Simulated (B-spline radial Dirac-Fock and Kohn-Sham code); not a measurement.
Binding energies of K¹⁴⁺

System: potassium as K¹⁴⁺ in the configuration [He] 2s2 2p1; nuclear rms radius 3.4349 fm (A = 39).

Level of theory: relaxed Dirac-Fock hole states (ΔSCF) with Breit and QED corrections and a finite nucleus; a radial atomic solver. No correlation. Energies are counted from the vacuum level.

All terms are in eV, carry their sign (relaxation lowers the binding energy) and add up to the binding energy; ⟨r⟩ is the mean radius of the orbital in the initial state.

| subshell | −ε (Koopmans) | relaxation | Gaunt | retardation | self-energy | vacuum polarisation | binding energy | ⟨r⟩ (bohr) |
| --- | --- | --- | --- | --- | --- | --- | --- | --- |
| K | 4318.2 | -7.11 | -2.66 | 0.05 | -1.33 | 0.10 | 4307.2 | 0.080 |
| L1 | 894.7 | -0.59 | -0.24 | 0.02 | -0.14 | 0.01 | 893.7 | 0.347 |
| L2,3 | 860.4 | -0.68 | -0.30 | 0.07 | 0.02 | 0.00 | 859.5 | 0.300 |

For the deepest level, K (1s), the Breit terms make up -0.061 % of the binding energy, QED -0.029 % and orbital relaxation -0.165 %.

Going to the tabulated ground configuration of the next ion removes an electron from L2,3 (2p), computed at 859.5 eV. NIST lists 860.92 ± 0.25 eV as the ionisation energy of this species (semi-empirical), +1.40 eV from the computed value. Where a p, d or f shell is open in either ion the computed value averages over both j values and all terms, while the table refers to the lowest levels; that difference holds spin-orbit splitting (largest in heavy or highly charged ions), term energies where several electrons share open shells, and correlation, and it can reach 10 % or more.
